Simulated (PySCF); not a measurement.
Mapped SMILES: `[F:1][c:2]1[cH:3][cH:4][c:5]([Cl:6])[s:7]1`. Each H is labelled by its parent atom.

Geometry: GFN2-xTB; GIAO shifts from PySCF 2.14, gas phase, non-relativistic, averaged over equivalent atoms.

At PBE0/pcSseg-1 (143 basis functions, 15 s wall time on 1 thread of an Arm Neoverse V1, shared host):
| atoms | δ (ppm) |
| --- | --- |
| F1 | -128.5 |
| C2 | 175.4 |
| C5 | 134.4 |
| C4 | 128.6 |
| C3 | 111.2 |
| H(C4) | 6.73 |
| H(C3) | 6.46 |

Chemical shifts δ = σref − σ; CFCl3 for $^{19}$F (σ = 170.95 ppm); $^{13}$C (σ = 186.93 ppm), $^{1}$H (σ = 31.72 ppm) against TMS, all at this level.

Problem. What do these become at B97-2/6-311+G(2d,p)?

Solution. 
```csv
atoms,"δ at B97-2/6-311+G(2d,p)",change
F1,-133.3,-4.8
C2,170.1,-5.3
C5,130.8,-3.6
C4,123.4,-5.2
C3,107.0,-4.2
H(C4),6.69,-0.04
H(C3),6.37,-0.09
```

Chemical shifts δ = σref − σ; $^{19}$F (170.12 ppm) vs CFCl3; $^{13}$C (188.43 ppm) and $^{1}$H (32.09 ppm) against TMS, all at this level.

The largest change is at C2 (aromatic carbon bearing fluorine). Cost: 217 basis functions, 23 s wall time on 1 thread of an Arm Neoverse V1, shared host. The order of the carbon signals is the same at both levels.

Carbons that carry Cl, above all several Cl atoms, come out too deshielded, partly because spin–orbit coupling is missing. Unscaled 19F shifts against computed CFCl3 carry errors that often reach 10 to 50 ppm.
